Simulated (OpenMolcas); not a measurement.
Computed levels of 3s² 3p in ions with 13 electrons, in cm-1 above ²P°_1/2.

* Program: OpenMolcas
* Method: CASSCF
* Basis: ANO-RCC-VQZP
* Scalar Hamiltonian: DKH2, point nucleus
* Spin-orbit coupling: state interaction with AMFI integrals over the reference wave functions, term energies averaged over their components

Active space for each ion: 3 electrons in 4 orbitals (3s 3p).

```csv
Level,Al,Si+,P2+,Cl4+,Ar5+
²P°_3/2,103,257,483,1330,2001
```

Question: Estimate ²P°_3/2 for S3+ from its neighbours P2+ and Cl4+.

Answer: ²P°_3/2 is fine structure, which grows about as the fourth power of a screened charge, so the fourth roots are averaged: ((483^0.25 + 1330^0.25) / 2)^4 = 828. The calculation gives 836, so the estimate is off by -1.0 %; the measured value is 951 (NIST levels in Podobedova, Kelleher and Wiese, J. Phys. Chem. Ref. Data 38, 171 (2009)).

Without dynamic correlation excited terms often stand tens of per cent too high (terms of higher spin than the ground term too low), and those without a measured partner can miss by more than the paired ones (holds for Al; Si+). Computed and measured levels are paired by configuration, term and J; levels that our copy of the source lacks, or whose pairing is in doubt (as where it misses far off the trend of its configuration), stay unpaired and out of the deviations. Only configurations of the active space appear.

° marks odd parity.
